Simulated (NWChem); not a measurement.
System meant: C₂H₇BFN; SMILES CN(C)BF

The following NWChem deck was run.

```
start job
memory heap 200 mb stack 900 mb global 1100 mb
geometry units angstroms noautoz
  B      0.725097     0.841842     0.000000
  H      1.932808     0.892452     0.000000
  F      0.027574     1.985002     0.000000
  N      0.052398    -0.382379     0.000000
  C     -1.387316    -0.481750     0.000000
  C      0.753916    -1.640808     0.000000
  H     -1.750389    -1.024853    -0.890972
  H     -1.750389    -1.024853     0.890972
  H     -1.831744     0.521472     0.000000
  H      0.499885    -2.243903     0.890557
  H      0.499885    -2.243903    -0.890557
  H      1.838400    -1.468295     0.000000
end
basis spherical
  B library def2-svp
  H library def2-svp
  F library def2-svp
  N library def2-svp
  C library def2-svp
end
dft
  odft
  mult 2
  xc xpbe96 cpbe96
  iterations 150
  mulliken
end
task dft energy
```

End of the output:

```
 Summary of "ao basis" -> "" (spherical)
 ------------------------------------------------------------------------------
       Tag                 Description            Shells   Functions and Types
 ---------------- ------------------------------  ------  ---------------------
 B                          def2-svp                 6       14   3s2p1d
 H                          def2-svp                 3        5   2s1p
 F                          def2-svp                 6       14   3s2p1d
 N                          def2-svp                 6       14   3s2p1d
 C                          def2-svp                 6       14   3s2p1d

  pbe96 is a nonlocal functional; adding pw91lda local functional.

                                 NWChem DFT Module
                                 -----------------

 Summary of "ao basis" -> "ao basis" (spherical)
 ------------------------------------------------------------------------------
       Tag                 Description            Shells   Functions and Types
 ---------------- ------------------------------  ------  ---------------------
 B                          def2-svp                 6       14   3s2p1d
 H                          def2-svp                 3        5   2s1p
 F                          def2-svp                 6       14   3s2p1d
 N                          def2-svp                 6       14   3s2p1d
 C                          def2-svp                 6       14   3s2p1d

      Symmetry analysis of basis
      --------------------------

        a'         72
        a"         33

  number of electrons :                   40
  multiplicity        :                    2
 ------------------------------------------------------------------------
  no. of electrons and multiplicity not compatible                  40
 ------------------------------------------------------------------------
 ------------------------------------------------------------------------
  current input line :
    31: task dft energy
 ------------------------------------------------------------------------
 ------------------------------------------------------------------------
 There is an error in the input file
 ------------------------------------------------------------------------
 For more information see the NWChem manual at https://nwchemgit.github.io

0: no. of electrons and multiplicity not compatible:Received an Error in Communication
```

What is wrong, and how is it mended?

The program refused the input. Cause: the multiplicity doesn't fit the number of electrons (an even count wants an odd multiplicity, and the reverse). This input runs:
```
start job
memory heap 200 mb stack 900 mb global 1100 mb
geometry units angstroms noautoz
  B      0.725097     0.841842     0.000000
  H      1.932808     0.892452     0.000000
  F      0.027574     1.985002     0.000000
  N      0.052398    -0.382379     0.000000
  C     -1.387316    -0.481750     0.000000
  C      0.753916    -1.640808     0.000000
  H     -1.750389    -1.024853    -0.890972
  H     -1.750389    -1.024853     0.890972
  H     -1.831744     0.521472     0.000000
  H      0.499885    -2.243903     0.890557
  H      0.499885    -2.243903    -0.890557
  H      1.838400    -1.468295     0.000000
end
basis spherical
  * library def2-svp
end
dft
  xc xpbe96 cpbe96
  iterations 150
  mulliken
end
task dft energy
```
It converges to -259.44454 Ha (PBE/def2-SVP).
